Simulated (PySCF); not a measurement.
## Stationary points of [SbCl2]+

Method: PBE0 in PySCF with Sb def2-TZVP with ECP28, Cl def2-TZVP; scalar-relativistic core potentials, no spin–orbit coupling; density-fitted integrals.

Relaxations began from a few typed shapes. The search is not exhaustive: other isomers or separated fragments can lie lower, and high-lying points may rest on an excited occupation.

Order these stationary points by electronic energy, lowest first, in kJ/mol from the lowest minimum.
A. singlet C2v: Sb–Cl 2.252 Å (×2); Cl–Sb–Cl 100.1°
B. singlet D∞h: Sb–Cl 2.349 Å (×2); Cl–Sb–Cl 180.0°

A (0.0), B (191.2).

Which of them are minima?

By energy in kJ/mol, 0.0: minimum; 191.2: saddle point, 2 imaginary modes.

Counting electrons, antimony keeps 2 of its valence electrons outside its bonds, so the VSEPR class is AX2E1 and the expected shape is bent (C2v), as computed.
